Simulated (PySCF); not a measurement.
Geometry:
```
atom   x (Å)   y (Å)   z (Å)
  C1   2.222  -1.238   0.045
  C2   1.418  -0.184  -0.061
  C3  -0.011  -0.309   0.041
  N4  -0.695  -1.409   0.238
  C5  -1.987  -1.009   0.256
  N6  -2.156   0.270   0.082
  N7  -0.900   0.754  -0.060
  C8  -0.699   2.103  -0.265
  O9   0.366   2.631  -0.402
 H10   1.822  -2.223   0.211
 H11   3.291  -1.138  -0.032
 H12   1.797   0.813  -0.227
 H13  -2.802  -1.689   0.401
 H14  -1.668   2.626  -0.284
```

[PySCF 2.14.0 with density-fitted response routines: GFN2-xTB geometry; σ from GIAO-PBE0/pcSseg-1; single conformer; no relativistic terms; gas phase]

Shifts are taken against calculated references (same method and geometry level): TMS for ¹³C and ¹H; NH3 for ¹⁵N; ¹⁷O vs H2O.

```tsv
atoms	nucleus	count	Hirshfeld charge	δ (ppm)
N7	¹⁵N	1	0.03	?
N4	¹⁵N	1	-0.19	290.5
H12	¹H	1	0.04	?
C8	¹³C	1	0.17	166.6
C1	¹³C	1	-0.06	137.8
N6	¹⁵N	1	-0.15	330.4
H13	¹H	1	0.08	7.95
O9	¹⁷O	1	-0.21	?
C5	¹³C	1	0.05	158.1
H14	¹H	1	0.06	9.41
C3	¹³C	1	0.11	162.6
H11	¹H	1	0.06	6.34
C2	¹³C	1	-0.06	130.6
H10	¹H	1	0.05	?
```

Q: Estimate the values marked ?.

A: 
- H12: 8.19 ppm, hydrogen on an alkene CH
- H10: 7.49 ppm, hydrogen on a terminal =CH2 carbon; a vinylic proton, deshielded by the sp2 carbon and the C=C anisotropy
- N7: 266.5 ppm, pyrrole-type ring nitrogen
- O9: 509.2 ppm, amide-type carbonyl oxygen

Shifts are as computed. Against solution values, carbons near 30 ppm lie about +3 ppm off and those near 130 ppm about +5 ppm. Of 1309 compounds with measured shifts, 239 miss one by over three times the rms of a fit or turn the order of signals round; such compounds aren't used in these exercises. Unscaled 17O shifts of doubly bonded oxygen tend to come out too high, by tens of ppm or more. Experimental scales use liquid or dissolved standards, which lie at an offset from isolated NH3 (liquid NH3: subtract about 20 ppm) and H2O (liquid H2O: subtract about 36 ppm). Unscaled 15N shifts of sp2 nitrogen come out 20 to 40 ppm too high even then.
